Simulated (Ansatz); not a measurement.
`F[SiH2][InH2]` + `SS` → `F[SiH2]SS` + `[InH3]`  (cleavage of the Si–In bond)

Calculated with Ansatz (gas phase, PBE0-D4/def2-TZVP geometries, no zero-point term in ΔE). CCSD(T)/CBS adds triple-zeta CCSD(T) − MP2 to the extrapolated MP2 energy (def2 sets, frozen cores). This one scheme is used for every species. Functionals use def2-TZVPP. def2 core potentials past Kr. For In outer-core shells are correlated without core-valence functions, which leaves a few kJ/mol of doubt a bond. Each species was taken in one conformer, which may not be the lowest.

(1) Is it downhill or uphill in electronic energy at CCSD(T)/CBS, and by how much? (Estimate.)

(2) What do these levels give: r2SCAN-D4, B97M-V, PBE0-D4, BHLYP-D4, CAM-B3LYP-D4, ωB97X-V, PBE-QIDH, PBE, revPBE, r2SCANh, CCSD/def2-TZVPP, MP2/def2-QZVPP? (An estimate is asked.)

Largest T1 diagnostic among the species: 0.014.

Answers

(1) Ansatz gave: Downhill: ΔE = -11.0 kcal/mol.

(2) Computed: r2SCAN-D4 -11.6, B97M-V -13.1, PBE0-D4 -10.6, BHLYP-D4 -11.0, CAM-B3LYP-D4 -10.8, ωB97X-V -11.1, PBE-QIDH -11.7, PBE -9.0, revPBE -8.1, r2SCANh -11.4, CCSD/def2-TZVPP -10.5, MP2/def2-QZVPP -12.7 kcal/mol.

From PBE to PBE0 (25 % exact exchange), in def2-TZVPP and without D4, ΔE moves by −0.8 kcal/mol. The D4 term adds −1.7 kcal/mol with B3LYP and −0.9 kcal/mol with PBE0; it sums over pairs of atoms, weighted by their polarisabilities, and B3LYP, whose exchange is more repulsive, gets the larger term.

B3LYP here is the variant with VWN-RPA as its local correlation; programs differ in this.
